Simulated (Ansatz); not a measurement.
Reaction (redistribution): `FC(F)(F)C1=CC(C(F)(F)F)=[O+][B-](Cl)(Cl)O1` + `N#[C][Ga]([F])[F]` → `N#CB(Cl)Cl` + `FC(F)(F)C1=CC(C(F)(F)F)=[O+][Ga-]([F])([F])[O]1`

Isolated molecules relaxed with PBE0-D4/def2-TZVP in Ansatz; ΔE leaves out vibrations. CBS: MP2 limit from def2 TZ/QZ plus the TZ coupled-cluster correction, frozen cores. This one scheme is used for every species. For Ga outer-core shells are correlated without core-valence functions, which leaves a few kJ/mol of doubt a bond. Scalar relativity is left out up to krypton.

```csv
species,CCSD(T)/def2-TZVPP energy (Eh)
`FC(F)(F)C1=CC(C(F)(F)F)=[O+][B-](Cl)(Cl)O1`,-1883.87316
`N#[C][Ga]([F])[F]`,-2215.73642
`N#CB(Cl)Cl`,-1037.02159
`FC(F)(F)C1=CC(C(F)(F)F)=[O+][Ga-]([F])([F])[O]1`,-3062.60269
```

Work out ΔE.

ΔE = (-1037.02159) + (-3062.60269) − (-1883.87316) − (-2215.73642) = -0.01470 Eh = -9.2 kcal/mol. CCSD(T)/CBS gives -8.7 kcal/mol.

Largest T1 diagnostic among the species: 0.015.

The D4 term adds +0.7 kcal/mol with B3LYP and +0.5 kcal/mol with PBE0; it sums over pairs of atoms, weighted by their polarisabilities, and B3LYP, whose exchange is more repulsive, gets the larger term. Leaving LDA and LC-ωPBE aside and taking each functional with its dispersion term where it has one, the values, not all of them listed here, spread over 4.3 kcal/mol, from BHLYP-D4 to ωB97M-V. LDA lies +3.7 kcal/mol from PBE without D4. In def2-TZVPP, CCSD(T) changes the Hartree–Fock value by +5.0 kcal/mol (the triples alone add +0.5 kcal/mol) and MP2 by +6.1 kcal/mol.

B3LYP here is the variant with VWN-RPA as its local correlation; programs differ in this.
